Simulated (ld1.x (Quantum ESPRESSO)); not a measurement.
# Varying the TM potential for Ti

Base potential:

- Element: titanium
- Generator: ld1.x (Quantum ESPRESSO) 7.5
- Type: norm-conserving Troullier–Martins (Kleinman–Bylander form)
- Functional: LDA (PZ)
- Relativity: scalar-relativistic
- Frozen core: [Ne]
- Valence charge: 12
- Reference configuration: 3s2 3p6 3d2.5 4s1.5 4p0
- Partial waves: 3s (bound): rc 1.50 bohr; 3d (bound): rc 2.15 bohr; 4f channel at -0.05 Ry: rc 1.85 bohr; 3p (bound): rc 1.65 bohr
- Local potential: the p channel
- Core correction: none

Occupied shells without a wave of their own: 4s. They enter only through the test configuration that unscreens the potential.

Cutoffs, loose and tight: the cutoffs (Ry, on a coarse ladder) from which the occupation-weighted sum of valence levels, in a spherical-Bessel basis at the reference potential, stays within 10 and 1 mRy of its value at 400 Ry. They do not see the model core or the augmentation charge, which bear on the density cutoff. Test errors are all-electron minus pseudo excitation energies from the reference, over the configurations 3s2 3p6 3d2 4s2 4p0; 3s2 3p6 3d2 4s1 4p0; 3s2 3p6 3d2 4s0 4p0; 3s2 3p6 3d1 4s0 4p0; 3s2 3p6 3d3 4s0 4p0; 3s2 3p6 3d1 4s2 4p1; 3s2 3p6 3d1 4s2 4p0 (two spin-polarised tests are not counted in the largest error). A dash means not determined; rows that change the core or the reference have their own tests.

```csv
change,outcome,"cutoff, loose","cutoff, tight",bound ghosts,largest test error (meV)
base,"generated, misses its reference levels by 0.19 eV",50 Ry,80 Ry,none,-748
wave 3d (bound): rc 2.15 bohr becomes 3d (bound): rc 1.36 bohr,"generated, misses its reference levels by 0.19 eV",90 Ry,110 Ry,none,-873
wave 3d (bound): rc 2.15 bohr becomes 3d (bound): rc 1.88 bohr,"generated, misses its reference levels by 0.19 eV",60 Ry,80 Ry,none,-811
wave 3d (bound): rc 2.15 bohr becomes 3d (bound): rc 2.10 bohr,"generated, misses its reference levels by 0.19 eV",50 Ry,80 Ry,none,-763
```

Problem. What comes out with this change to the base: wave 3d (bound): rc 2.15 bohr becomes 3d (bound): rc 2.48 bohr?

Solution. outcome: generated, misses its reference levels by 0.19 eV; cutoff, loose: 45 Ry; cutoff, tight: 80 Ry; bound ghosts: none; largest test error (meV): -609.

Problem. What comes out with this change to the base: wave 3d (bound): rc 2.15 bohr becomes 3d (bound): rc 2.78 bohr?

Solution. outcome: generated, misses its reference levels by 0.19 eV; cutoff, loose: 45 Ry; cutoff, tight: 80 Ry; bound ghosts: none; largest test error (meV): +660.

Problem. What comes out with this change to the base: wave 3d (bound): rc 2.15 bohr becomes 3d (bound): rc 3.08 bohr?

Solution. outcome: generated, misses its reference levels by 0.19 eV; cutoff, loose: 45 Ry; cutoff, tight: 80 Ry; bound ghosts: none; largest test error (meV): +828.

Reading the sweep of the d radius (base included, trends over the rows without a ghost): The loose cutoff falls from 90 Ry at 1.36 to 45 Ry at 3.08 bohr. A larger radius leaves more room for a smooth pseudo-wave, so fewer plane waves are needed; a smaller one forces it to follow the all-electron wave where it bends sharply. The median size of the test errors (rows with all tests solved) is not monotonic: lowest 263.0 meV at 3.08 bohr, highest 498.4 meV at 2.48 bohr.
